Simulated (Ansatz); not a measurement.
Reaction (redistribution): `[OH][Ti]([OH])([Br])[Br]` + `C[SiH2]O` → `[OH][Ti]([OH])([OH])[Br]` + `C[SiH2]Br`

Calculated with Ansatz (gas phase, PBE0-D4/def2-TZVP geometries, no zero-point term in ΔE). CCSD(T)/CBS adds triple-zeta CCSD(T) − MP2 to the extrapolated MP2 energy (def2 sets, frozen cores). This one scheme is used for every species. Functionals use def2-TZVPP. B3LYP here is the variant with VWN-RPA as its local correlation; programs differ in this. HSE06 is defined as in plane-wave codes. For Br, Ti outer-core shells are correlated without core-valence functions, which leaves a few kJ/mol of doubt a bond. Scalar relativity is left out up to krypton. Each species was taken in one conformer, which may not be the lowest.

`[OH][Ti]([OH])([Br])[Br]`:

Z-matrix (Å, degrees):
```
Ti
O 1 1.766
Br 1 2.356 2 110.2
O 1 1.756 2 109.4 3 119.8
Br 1 2.356 2 110.2 3 -120.4
H 2 0.959 1 134.2 3 -119.6
H 4 0.958 1 142.1 2 180.0
```

`C[SiH2]O`:

Cartesian coordinates in Å:
```
C 0.527 0.063 1.046
Si -0.306 0.368 -0.592
O -0.236 -0.943 -1.594
H 0.498 0.969 1.659
H 1.573 -0.220 0.906
H 0.029 -0.733 1.606
H 0.383 1.453 -1.334
H -1.724 0.761 -0.347
H -0.744 -1.718 -1.350
```

`[OH][Ti]([OH])([OH])[Br]`:

```xyz
8

O    -0.625   -1.024    1.228
Ti    0.082    0.168    0.115
O     1.846   -0.092    0.047
O    -0.601    0.030   -1.521
Br   -0.423    2.343    0.941
H    -1.388   -1.040    1.808
H     2.452    0.032   -0.686
H    -1.342   -0.416   -1.933
```

`C[SiH2]Br`:

```xyz
8

C    -0.349   -0.956    0.083
Si    0.422    0.733    0.031
Br   -0.856    2.103   -1.176
H     0.276   -1.632    0.674
H    -0.447   -1.367   -0.923
H    -1.340   -0.915    0.538
H     1.758    0.707   -0.613
H     0.535    1.327    1.385
```

(1) Is it downhill or uphill in electronic energy at CCSD(T)/CBS, and by how much? (Best estimate.)

(2) What do these levels give: r2SCAN-D4, r2SCAN0-D4, HSE06-D4, CAM-B3LYP-D4, ωB97M-V, PBE, B3LYP, HSE06, LC-ωPBE, RPA@PBE/def2-TZVPP, HF/CBS(def2), CCSD/CBS(def2)? (An estimate is asked.)

Largest T1 diagnostic among the species: 0.022, so the coupled-cluster value is less sure than usual.

## Answers

(1) Computed: Uphill: ΔE = +24.8 kJ/mol.

(2) Computed: r2SCAN-D4 23.5, r2SCAN0-D4 23.2, HSE06-D4 19.0, CAM-B3LYP-D4 20.7, ωB97M-V 17.7, PBE 16.6, B3LYP 22.9, HSE06 18.5, LC-ωPBE 11.2, RPA@PBE/def2-TZVPP 26.4, HF/CBS(def2) 22.8, CCSD/CBS(def2) 19.7 kJ/mol.

In def2-TZVPP, CCSD(T) changes the Hartree–Fock value by +4.4 kJ/mol (the triples alone add +5.0 kJ/mol) and MP2 by +12.3 kJ/mol. At CCSD(T), def2-SVP lies −11.3 kJ/mol from the extrapolated value and def2-TZVPP +1.1 kJ/mol.
